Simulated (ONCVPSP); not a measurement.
## Which change was made? (Ce, ONCV)

Ce (Z = 58), optimised norm-conserving Vanderbilt (ONCV), made with ONCVPSP 4.0.1 (LDA (Perdew-Wang 92), scalar-relativistic). Core [Kr] 4d10, reference 4f1 5s2 5p6 5d1 6s2. Waves: 5s+6s: rc 2.55 bohr, ncon 4, nbas 8, qcut 4.7 1/bohr, 2 projectors; 5p: rc 1.85 bohr, ncon 3, nbas 6, qcut 5.1 1/bohr, 2 projectors, debl 3.8 Ha; 5d: rc 3.55 bohr, ncon 4, nbas 9, qcut 5.3 1/bohr, 2 projectors, debl 1.5 Ha; 4f: rc 1.60 bohr, ncon 4, nbas 8, qcut 11.2 1/bohr, 2 projectors, debl 0.5 Ha. Local part: polynomial inside 1.25 bohr (lpopt 4, dvloc0 0 Ha). Core correction: Teter function, fcfact 5, rcfact 1.75.

Cutoffs, loose and tight: the cutoffs (Ha) at which the residual kinetic energy of the hardest occupied pseudo-wave falls to 1 and 0.1 mHa per electron. They do not see the model core or the augmentation charge, which bear on the density cutoff. Test errors are all-electron minus pseudo excitation energies from the reference, over the configurations 4f1 5s2 5p6 5d1 6s1; 4f1 5s2 5p6 5d1 6s0; 4f1 5s2 5p6 5d0 6s0; 4f1 5s2 5p5 5d1 6s2; variants that change the core or the reference have their own tests.

The base gives: outcome: generated; cutoff, loose: 51 Ha; cutoff, tight: 56 Ha; bound ghosts: none; GHOST(+) flags above zero: s; largest test error (meV): -44.

**Question.** After one change the result is: outcome: generated; cutoff, loose: 51 Ha; cutoff, tight: 56 Ha; bound ghosts: none; GHOST(+) flags above zero: s; largest test error (meV): +232. Which change was it?
A. core correction Teter function, fcfact 1.3, rcfact 1.75
B. all radii but the core radius scaled by about 0.85 (s 2.18, p 1.58, d 3.04, f 1.36 bohr); local potential polynomial inside 1.06 bohr (lpopt 4, dvloc0 0 Ha)
C. reference 4f1 5s2 5p6 5d1 6s1.5

**Answer.** C. The others give: all radii but the core radius scaled by about 0.85 (s 2.18, p 1.58, d 3.04, f 1.36 bohr); local potential polynomial inside 1.06 bohr (lpopt 4, dvloc0 0 Ha) → outcome: generated; cutoff, loose: 58 Ha; cutoff, tight: 98 Ha; bound ghosts: s; GHOST(+) flags above zero: p; largest test error (meV): -43 | core correction Teter function, fcfact 1.3, rcfact 1.75 → outcome: generated; cutoff, loose: 51 Ha; cutoff, tight: 56 Ha; bound ghosts: none; GHOST(+) flags above zero: s; largest test error (meV): -20.
